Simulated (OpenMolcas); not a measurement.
## Multiconfigurational calculation on neutral silicon

Input:

```
&GATEWAY
Coord
1

Si 0.0 0.0 0.0
Basis=ANO-RCC-VQZP
Group=XYZ
NoMove
AngMom=0.0 0.0 0.0
AMFI
&SEWARD
* reference wave functions (RASSCF and RASSI steps not shown): 4 electrons in 8 orbitals (3s 3p 4s 4p)
>>> COPY JOB001 $Project.JobIph
&CASPT2
Multistate=3 1 2 3
Frozen=1 0
IPEA=0.25
Imaginary=0.3
MaxIter=60
WThr=0.0 0.3 0.05
PrWF=0.5
NoMix
>>> COPY JOB002 $Project.JobIph
&CASPT2
Multistate=6 1 2 3 4 5 6
Frozen=1 0
IPEA=0.25
Imaginary=0.3
MaxIter=60
WThr=0.0 0.3 0.05
PrWF=0.5
NoMix
>>> COPY JOB003 $Project.JobIph
&CASPT2
Multistate=1 1
Frozen=1 0
IPEA=0.25
Imaginary=0.3
MaxIter=60
WThr=0.0 0.3 0.05
PrWF=0.5
NoMix
...
```

Launched by
```bash
OMP_NUM_THREADS=1 MOLCAS_MEM=1689 MOLCAS_PROJECT=a pymolcas a.inp > a.log  # once for each step of the input, in one work folder
```

Output, cut to the results:

```
--- CASPT2 ---
Orbital specifications:
      -----------------------

      Symmetry species                           1   2
                                                ag  au
      Frozen orbitals                            1   0
      Inactive orbitals                          1   3
      Active orbitals                            2   6
      Secondary orbitals                        26  20
      Deleted orbitals                           0   0
      Number of basis functions                 30  29
Type of calculation                        MS-CASPT2
      Fock operator                              state-specific
      IPEA shift                                 0.25
      Real shift                                 0.00
      Imaginary shift                            0.30
      The input orbitals will be transformed to quasi-canonical
Reference energy:        -289.4820878790
      E2 (Non-variational):      -0.0989862908
      Shift correction:          -0.0022256787
      E2 (Variational):          -0.1012119695
      Total energy:            -289.5832998484
      Residual norm:              0.0000005556
      Reference weight:           0.96678
      Contributions to the CASPT2 correlation energy
      Active & Virtual Only:         -0.0448294289
      One Inactive Excited:          -0.0115896774
      Two Inactive Excited:          -0.0425671845
Reference energy:        -289.4820878790
      E2 (Non-variational):      -0.0990090453
      Shift correction:          -0.0022296493
      E2 (Variational):          -0.1012386946
      Total energy:            -289.5833265735
      Residual norm:              0.0000005606
      Reference weight:           0.96674
      Contributions to the CASPT2 correlation energy
      Active & Virtual Only:         -0.0448520391
      One Inactive Excited:          -0.0115898185
      Two Inactive Excited:          -0.0425671876
::    CASPT2 Root  1     Total energy:   -289.58329985
::    CASPT2 Root  2     Total energy:   -289.58332657
::    CASPT2 Root  3     Total energy:   -289.58329967
::    MS-CASPT2 Root  1     Total energy:   -289.58332657
::    MS-CASPT2 Root  2     Total energy:   -289.58329985
::    MS-CASPT2 Root  3     Total energy:   -289.58329967
--- CASPT2 ---
Orbital specifications:
      -----------------------

      Symmetry species                           1   2
                                                ag  au
      Frozen orbitals                            1   0
      Inactive orbitals                          1   3
      Active orbitals                            2   6
      Secondary orbitals                        26  20
      Deleted orbitals                           0   0
      Number of basis functions                 30  29
Type of calculation                        MS-CASPT2
      Fock operator                              state-specific
      IPEA shift                                 0.25
      Real shift                                 0.00
      Imaginary shift                            0.30
      The input orbitals will be transformed to quasi-canonical
Reference energy:        -289.4451208309
      E2 (Non-variational):      -0.1077377393
      Shift correction:          -0.0031503870
      E2 (Variational):          -0.1108881263
      Total energy:            -289.5560089572
      Residual norm:              0.0000009770
      Reference weight:           0.95898
      Contributions to the CASPT2 correlation energy
      Active & Virtual Only:         -0.0534767771
      One Inactive Excited:          -0.0115951795
      Two Inactive Excited:          -0.0426657826
Reference energy:        -289.4451208309
      E2 (Non-variational):      -0.1075197570
      Shift correction:          -0.0030948272
      E2 (Variational):          -0.1106145842
      Total energy:            -289.5557354151
      Residual norm:              0.0000008444
      Reference weight:           0.95934
      Contributions to the CASPT2 correlation energy
      Active & Virtual Only:         -0.0532598430
      One Inactive Excited:          -0.0115947048
      Two Inactive Excited:          -0.0426652092
::    CASPT2 Root  1     Total energy:   -289.55600896
::    CASPT2 Root  2     Total energy:   -289.55573542
::    CASPT2 Root  3     Total energy:   -289.55573057
::    CASPT2 Root  4     Total energy:   -289.55576030
::    CASPT2 Root  5     Total energy:   -289.55589500
::    CASPT2 Root  6     Total energy:   -289.51979379
::    MS-CASPT2 Root  1     Total energy:   -289.55606946
::    MS-CASPT2 Root  2     Total energy:   -289.55586135
::    MS-CASPT2 Root  3     Total energy:   -289.55576726
::    MS-CASPT2 Root  4     Total energy:   -289.55572845
::    MS-CASPT2 Root  5     Total energy:   -289.55570492
::    MS-CASPT2 Root  6     Total energy:   -289.51979258
--- CASPT2 ---
Orbital specifications:
      -----------------------

      Symmetry species                           1   2
                                                ag  au
      Frozen orbitals                            1   0
      Inactive orbitals                          1   3
      Active orbitals                            2   6
      Secondary orbitals                        26  20
      Deleted orbitals                           0   0
      Number of basis functions                 30  29
Type of calculation                        SS-CASPT2
      Fock operator                              state-specific
      IPEA shift                                 0.25
      Real shift                                 0.00
      Imaginary shift                            0.30
      The input orbitals will be transformed to quasi-canonical
Reference energy:        -289.3694987321
      E2 (Non-variational):      -0.0723946534
      Shift correction:          -0.0012986874
      E2 (Variational):          -0.0736933408
      Total energy:            -289.4431920729
      Residual norm:              0.0000003411
      Reference weight:           0.98081
...
```

Levels above the lowest, from the spin-orbit matrix with the single-state CASPT2 energies, averaged by term, on its diagonal:

```
Configuration  Term  J  E (cm⁻¹)  Measured (cm⁻¹)  Term weight %
      3s² 3p²    ³P  0       0.0              0.0            100
      3s² 3p²    ³P  1      62.1             77.1            100
      3s² 3p²    ³P  2       181              223            100
      3s² 3p²    ¹D  2      6160             6299            100
      3s² 3p²    ¹S  0     14060            15394            100
       3s 3p³   ⁵S°  2     30870            33326            100
       3s 3p³   ³D°  1     50360                             100
       3s 3p³   ³D°  2     50380                             100
       3s 3p³   ³D°  3     50420            45322            100
       3s 3p³   ³P°  0     59400                             100
       3s 3p³   ³P°  1     59410                             100
       3s 3p³   ³P°  2     59440                             100
```

Against the 6 measured excited levels shown (NIST Handbook of Basic Atomic Spectroscopic Data) the mean absolute deviation is 1500 cm-1; the largest miss in energy is 3s 3p³ ³D°₃: computed 50420, measured 45322 cm⁻¹ (+11.2 %), and the largest in proportion 3s² 3p² ³P₁ (-19.5 %).

CASPT2 breaks the degeneracy within a term, and the mean is taken; among the terms shown or strongly mixed into the levels shown the widest spread is 92 cm-1 (3s 3p³ ³D°). Active for correlation alone: 4p 4s; no level in the range computed is led by a configuration that fills them, so any true level of that kind is missing. Terms of s pⁿ other than that of highest spin mix with s² pⁿ⁻² d, which this space lacks; all of them can be thousands of cm-1 off, and some have no real level of that name. Measured partners are found by configuration, term and J. A level has none where our copy of the source lacks it or the pairing is in doubt (some pairs that miss far off the trend of their configuration count as doubtful), and it then counts in no deviation. Levels of configurations outside the active space are missing. The first state left out of the spin-orbit step lies near 84000 cm-1 above the lowest spin-free state of the reference (among the parities and spins computed), and the list stops at four fifths of that energy or lower.

The term weight is that of the spin-free term in the level, not the purity of its configuration. ° marks odd parity.
